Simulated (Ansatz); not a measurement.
# Ligand exchange: C2H6 + SnH2(CH3)Cl → CH3Cl + SnH2(CH3)2

Gas-phase species: C2H6 (ethane) `CC`, singlet; SnH2(CH3)Cl, singlet; CH3Cl (chloromethane) `CCl`, singlet; SnH2(CH3)2, singlet. The partners trade CH3 for Cl: C–CH3 and Sn–Cl bonds give way to C–Cl and Sn–CH3.

Shapes, held fixed at every level: PBE0-D4/def2-TZVP. Programs: Ansatz 0.2.0. The zero-point and thermal change to 298 K, harmonic and unscaled (PBE0-D4/def2-TZVP), is -5.1 kJ/mol.

```
                level                   kind  ΔH(298 K) (kJ/mol)  less CCSD(T)/def2-TZVPP
          HF/def2-SVP           Hartree–Fock              +165.5                    +36.1
  B3LYP-D4/def2-TZVPP          global hybrid              +136.6                     +7.2
   PBE0-D4/def2-TZVPP          global hybrid              +135.4                     +6.0
r2SCAN0-D4/def2-TZVPP          global hybrid              +140.4                    +11.0
         MP2/def2-SVP    perturbation theory              +151.4                    +22.0
       MP2/def2-TZVPP    perturbation theory              +131.1                     +1.7
        CCSD/def2-SVP  coupled cluster or CI              +150.9                    +21.5
   CCSD(T)/def2-TZVPP  coupled cluster or CI              +129.4                      0.0
```

The highest level, CCSD(T)/def2-TZVPP, gives ΔH(298 K) = +129.4 kJ/mol; the levels span +129.4 to +165.5. The column of differences is taken from that level and isn't an error. No measured value is set beside it here. For atoms past krypton def2 sets carry core potentials with scalar relativity. Outer-core shells of Sn are correlated, in sets that cover them unevenly.
